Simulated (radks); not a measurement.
Task: Ti3+, configuration [Ar] 4d1 (not the ground configuration). Method: Dirac Kohn-Sham, PBEsol, spin-unpolarised, spherical densities, finite nucleus; open shells fill j = l - 1/2 first; Fermi nuclear charge, rms radius 3.5921 fm; computed with a radial shooting solver on a logarithmic mesh with Libxc functionals.

Spin-orbit splittings of the eigenvalues, e(l+1/2) - e(l-1/2), with zeta = 2 splitting/(2l+1) and mean radii in bohr:

| shell | occ. | splitting (eV) | zeta (eV) | <r> j=l-1/2 | <r> j=l+1/2 |
|---|---|---|---|---|---|
| 2p | 6 | 5.756 | 3.837 | 0.2883 | 0.2909 |
| 3p | 6 | 0.7306 | 0.4871 | 1.026 | 1.033 |
| 4d | 1 | ? | ? | 3.577 | 3.580 |

Estimate the 4d splitting.

Result: 0.01130 eV (zeta = 0.004520 eV).
